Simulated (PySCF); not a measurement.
## Working out the ionisation energy of Ag+

Ag+ [Kr] 4d10 (1S) → Ag(2+) [Kr] 4d9 (2D). Computed with PySCF 2.14 in def2-QZVPPD with the def2 core potential (28 electrons) (7s5p4d4f2g, 88 functions), with scalar relativity through the core potential. Frozen: 4s2 4p6. Energies in hartree (1 hartree = 27.21139 eV):

```tsv
part	Ag+ (lower)	Ag(2+) (upper)
UHF	-145.884384	-145.159731
CCSD correlation	-0.351883	-0.288967
(T)	-0.013409	-0.008499
```

**Question.** What does Hartree-Fock give?

**Answer.** (-145.159731) − (-145.884384) = 0.724653 hartree = 19.719 eV.

**Question.** What do CCSD and CCSD(T) give?

**Answer.** The CCSD correlation energies differ by 0.062916 hartree = 1.712 eV and the triples by 0.004910 hartree = 0.134 eV, so CCSD gives 21.431 eV and CCSD(T) 21.565 eV.

Reference: 21.484 eV (measured; NIST Atomic Spectra Database, ionization energies), between the lowest levels; spin-orbit coupling is absent from the calculation.

What remains against the reference includes basis incompleteness, the frozen core and higher excitations.
